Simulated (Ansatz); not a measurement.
Harmonic frequencies (cm⁻¹) at PBE0-D4/def2-TZVP from Ansatz: 90, 153, 314, 352, 529, 537, 638, 739, 864, 880, 1100, 1160, 1265, 1303, 1337, 1458, 3130, 3201.

Q: Which molecule is it?
A. `O[B](F)[InH2]`
B. `FC(F)(F)CBr`
C. `[SiH3]C1BN1`
D. `C[BH][ZnH]`

A: B.
